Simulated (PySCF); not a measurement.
Species: C₅H₆N₂O₂.
Bonds: C1–N2, N2–N3, N3–C4 (double), C4–O5, C4–C6, C6–C7 (double), C7–C8, C8–O9 (double), N2–C8. Hydrogens: H10, H11, H12 on C1; H13 on O5; H14 on C6; H15 on C7.

Torsions of this conformer, `[CH3:1][n:2]1[n:3][c:4]([OH:5])[cH:6][cH:7][c:8]1=[O:9]`: H–O5–C4–N3 0°.

The closed-shell ground state was solved at several levels (PySCF, density fitting, gas phase, non-relativistic). The structure is a single PBE0-D3(BJ)/def2-SVP conformer in the gas phase; no vibrational or solvent corrections.

```
          level  basis functions  HOMO (eV)  LUMO (eV)  gap (eV)  dipole (D)
  PBE0/pcSseg-1              183      -6.53      -1.79      4.74        2.87
B3LYP/def2-SVPD              234      -6.43      -2.07      4.36        2.96
    B3LYP/pcJ-1              303      -6.31      -1.96      4.35        2.87
```

**Question.** What might mPW1PW91/pcSseg-1 (183 basis functions) give for the same quantities?

**Answer.** HOMO -6.57 eV, LUMO -1.82 eV, gap 4.75 eV, dipole 2.87 D.

**Question.** How far do the dipole and the HOMO energy spread over the levels?

**Answer.** The dipole runs from 2.87 to 2.96 D (mean 2.89 D) and the HOMO from -6.57 to -6.31 eV.
